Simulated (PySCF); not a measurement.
Compound: FH6PSi2.
SMILES with atom numbers: `[F:1][Si@@H:2]([SiH3:3])[PH2:4]` (hydrogens: H5 on Si2; H6, H7, H8 on Si3; H9, H10 on P4)

The same species was optimised twice, with GFN2-xTB and with PBE0-D3(BJ)/def2-SVP (PySCF), and the same property calculations (PySCF, gas phase) were run on both structures.

```tsv
coordinate	GFN2-xTB	PBE0-D3(BJ)/def2-SVP	change
P4–H9 (Å)	1.384	1.432	+0.048
P4–H10 (Å)	1.385	1.430	+0.045
Si2–H5 (Å)	1.465	1.494	+0.029
Si2–Si3 (Å)	2.326	2.341	+0.015
Si2–P4 (Å)	2.246	2.261	+0.015
F1–Si2 (Å)	1.622	1.635	+0.013
F1–Si2–H5 (°)	101.1	107.9	+6.8
Si3–Si2–P4 (°)	119.4	113.4	-6.0
Si3–Si2–H5 (°)	117.3	111.8	-5.5
F1–Si2–P4 (°)	104.3	108.7	+4.4
Si2–P4–H9 (°)	93.8	90.5	-3.3
F1–Si2–Si3 (°)	106.8	108.1	+1.3
P4–Si2–H5 (°)	105.6	106.8	+1.2
H9–P4–H10 (°)	92.4	93.6	+1.2
```

Rotational constants: A = 4382, B = 1870, C = 1435 MHz (GFN2-xTB) against A = 3946, B = 1965, C = 1442 MHz (PBE0-D3(BJ)/def2-SVP). Point groups within 0.08 Å: C1 and C1. End groups have turned between the structures, so H6, H7, H8 are left out of the comparison.

On the GFN2-xTB structure: HOMO (eV) -7.62 [PBE0/pcSseg-1]; LUMO (eV) -0.98 [PBE0/pcSseg-1]; dipole (D) 2.32 [PBE0/pcSseg-1]; GIAO shielding of F1 (ppm) 408.6 [PBE0/pcSseg-1]; GIAO shielding of Si2 (ppm) 309.8 [PBE0/pcSseg-1]; GIAO shielding of Si3 (ppm) 457.8 [PBE0/pcSseg-1]; GIAO shielding of P4 (ppm) 585.8 [PBE0/pcSseg-1].

Problem. What do these properties become on the PBE0-D3(BJ)/def2-SVP structure?

Solution. 
```
                                    property          level  on GFN2-xTB  on PBE0-D3(BJ)/def2-SVP  change
                                   HOMO (eV)  PBE0/pcSseg-1        -7.62                    -7.61   +0.01
                                   LUMO (eV)  PBE0/pcSseg-1        -0.98                    -0.59   +0.39
                                  dipole (D)  PBE0/pcSseg-1         2.32                     2.00   -0.32
energy, GFN2-xTB geometry as zero (kcal/mol)  PBE0/pcSseg-1          0.0                     -4.3    -4.3
                  GIAO shielding of F1 (ppm)  PBE0/pcSseg-1        408.6                    404.6    -4.0
                 GIAO shielding of Si2 (ppm)  PBE0/pcSseg-1        309.8                    314.0    +4.2
                 GIAO shielding of Si3 (ppm)  PBE0/pcSseg-1        457.8                    453.0    -4.8
                  GIAO shielding of P4 (ppm)  PBE0/pcSseg-1        585.8                    562.7   -23.1
```

The heavy atoms differ by 0.076 Å rms after alignment. Among the bonds compared P4–H9 changes most (+0.048 Å). Changes are differences of the printed values. Neither structure is proved a minimum here.

The values belong to the conformer `[F:1][Si@@H:2]([SiH3:3])[PH2:4]`: H–P4–Si2–F1 178°, H–P4–Si2–F1 -89°.
